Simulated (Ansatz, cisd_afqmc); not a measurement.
System: C2H4Si, charge 0, singlet. C2H4Si (SMILES C([SiH3])#C).
B3LYP-D3(BJ)/def2-TZVP minimum from Ansatz (an electronic-structure program):
```xyz
7

Si    -0.9406    -0.0969    -0.4761
C      0.6810     0.0702     0.3447
C      1.7520     0.1806     0.8869
H     -1.0532     0.9143    -1.5489
H     -1.0582    -1.4514    -1.0572
H     -2.0161     0.1117     0.5168
H      2.6972     0.2780     1.3653
```
Charge 0, spin multiplicity 1.

Total energies in cc-pV(D+d)Z, 16 correlated electrons, 7 frozen orbitals. Radicals and triplets start from unrestricted determinants; spin-orbit coupling is neglected. Correlated methods leave the cores frozen. No relativity. AFQMC/CISD: phaseless, guided by CISD from CCSD amplitudes; bars are statistical, one sigma. Outlying blocks are dropped, and bars are widened where a walk drifts. Over all cases where full CI ran beside it in this data, AFQMC minus full CI had a median of +0.1 mEh and passed +0.4 mEh in a tenth of the cases.

```json
[
 {"method": "HF", "program": "Ansatz", "energy (Eh)": "-366.94427", "minus CCSDT(Q) (mEh)": "405.13"},
 {"method": "MP2", "program": "Ansatz", "energy (Eh)": "-367.29707", "minus CCSDT(Q) (mEh)": "52.32"},
 {"method": "CCSD", "program": "Ansatz", "energy (Eh)": "-367.33258", "minus CCSDT(Q) (mEh)": "16.82"},
 {"method": "CCSD(T)", "program": "Ansatz", "energy (Eh)": "-367.34733", "minus CCSDT(Q) (mEh)": "2.07"},
 {"method": "CCSDT(Q)", "program": "Ansatz", "energy (Eh)": "-367.34940", "minus CCSDT(Q) (mEh)": "0.00"},
 {"method": "AFQMC/CISD", "program": "cisd_afqmc", "energy (Eh)": "-367.3481 ± 0.0004", "minus CCSDT(Q) (mEh)": "1.3 ± 0.4"}
]
```

Rough core times of Ansatz's runs on a shared machine: CCSD(T) under 20 s, CCSDT(Q) 2 min.
